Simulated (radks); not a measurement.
Question: Method: scalar-relativistic Kohn-Sham, PBE, spin-polarised, spherical densities, point nucleus; open shells are filled with parallel spins first; computed with a radial shooting solver on a logarithmic mesh with Libxc functionals. Each species is in its NIST ground configuration. Rank Ni4+, V4+, Sc4+, Cr4+, K4+, Ti4+, Co4+, Fe4+, Kr4+, Se4+, Mn4+, Ga4+, As4+, Ge4+, Br4+, Cu4+, Ca4+, Zn4+ by mean radius of the outermost orbital (bohr), largest first.

Answer: Br4+ 1.69, As4+ 1.67, Se4+ 1.59, Kr4+ 1.59, K4+ 1.23, Ca4+ 1.17, Sc4+ 1.09, V4+ 1.08, Ti4+ 1.03, Cr4+ 1.02, Mn4+ 0.961, Fe4+ 0.913, Co4+ 0.869, Ni4+ 0.853, Cu4+ 0.814, Zn4+ 0.778, Ga4+ 0.746, Ge4+ 0.717.
